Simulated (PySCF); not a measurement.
hexa-1,5-diene (C6H10), SMILES C=CCCC=C. Atoms are numbered in the order given.

```xyz
16

C      2.6005    -0.5982     0.2407
C      1.2772    -0.6040     0.0591
C      0.5201     0.3975    -0.7688
C     -0.5471     1.1721     0.0206
C     -1.7746     0.4065     0.4388
C     -2.1263    -0.8286     0.0701
H      3.2395     0.1574    -0.2294
H      3.0972    -1.3484     0.8624
H      0.6779    -1.3755     0.5565
H      1.2329     1.1152    -1.2060
H      0.0345    -0.1122    -1.6212
H     -0.8809     2.0390    -0.5806
H     -0.0814     1.6139     0.9205
H     -2.4491     0.9580     1.1066
H     -3.0590    -1.2774     0.4218
H     -1.5103    -1.4419    -0.5933
```
Charge 0, spin multiplicity 1.

The structure is a stationary point at B3LYP-D3(BJ)/def2-SVP. The values are those of a single conformer.

Method: PySCF with PBE/pcSseg-1.

GIAO shieldings, no solvent; atoms listed in one row are averaged. δ = σ(ref) − σ: ¹³C against TMS (σ = 182.0 ppm); ¹H against TMS (σ = 31.49 ppm), references at their B3LYP-D3(BJ)/def2-TZVP geometries, non-relativistic.

Computed chemical shifts:
```
nucleus     atoms  count  δ (ppm)
-------  --------  -----  -------
¹³C        C2, C5      2    147.7
¹³C            C1      1    122.4
¹³C            C6      1    119.6
¹³C            C4      1     39.9
¹³C            C3      1     36.6
¹H             H9      1     6.77
¹H            H14      1     6.48
¹H       H16, H15      2     5.68
¹H             H7      1     5.56
¹H             H8      1     5.49
¹H            H11      1     3.06
¹H            H12      1     2.80
¹H            H13      1     2.41
¹H            H10      1     2.26
```
